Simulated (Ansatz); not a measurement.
Isolated molecules relaxed with PBE0-D4/def2-TZVP in Ansatz; ΔE leaves out vibrations. CCSD(T)/CBS is the MP2 limit (def2-TZVPP, def2-QZVPP) plus CCSD(T) − MP2 in def2-TZVPP, frozen cores. DFT in def2-TZVPP. For Ge outer-core shells are correlated without core-valence functions, which leaves a few kJ/mol of doubt a bond. Scalar relativity is left out up to krypton. One conformer a species, not always the lowest.

`[F][GeH2][SiH2][SiH3]` + `N=C[SiH3]` → `[F][GeH2]/[N]=C/[SiH3]` + `[SiH3][SiH3]`  (cleavage of the Ge–Si bond)

```json
{"level": "r2SCAN-D4", "ΔE (kcal/mol)": "1.2", "difference from CCSD(T)/CBS": "0.6"}
{"level": "PBE", "ΔE (kcal/mol)": "2.9", "difference from CCSD(T)/CBS": "2.3"}
{"level": "PBE0", "ΔE (kcal/mol)": "2.7", "difference from CCSD(T)/CBS": "2.1"}
{"level": "HF/def2-TZVPP", "ΔE (kcal/mol)": "-2.1", "difference from CCSD(T)/CBS": "-2.7"}
{"level": "SCS-MP2/def2-TZVPP", "ΔE (kcal/mol)": "-1.7", "difference from CCSD(T)/CBS": "-2.3"}
{"level": "CCSD/def2-TZVPP", "ΔE (kcal/mol)": "0.0", "difference from CCSD(T)/CBS": "-0.6"}
{"level": "CCSD(T)/def2-TZVPP", "ΔE (kcal/mol)": "0.0", "difference from CCSD(T)/CBS": "-0.6"}
{"level": "HF/def2-QZVPP", "ΔE (kcal/mol)": "-2.2", "difference from CCSD(T)/CBS": "-2.8"}
{"level": "HF/CBS(def2)", "ΔE (kcal/mol)": "-2.2", "difference from CCSD(T)/CBS": "-2.8"}
{"level": "MP2/CBS(def2)", "ΔE (kcal/mol)": "-0.7", "difference from CCSD(T)/CBS": "-1.3"}
{"level": "CCSD(T)/CBS", "ΔE (kcal/mol)": "0.6", "difference from CCSD(T)/CBS": "0"}
```

Largest T1 diagnostic among the species: 0.013.

In def2-TZVPP, CCSD(T) changes the Hartree–Fock value by +2.0 kcal/mol (the triples alone add −0.1 kcal/mol) and MP2 by +0.8 kcal/mol.
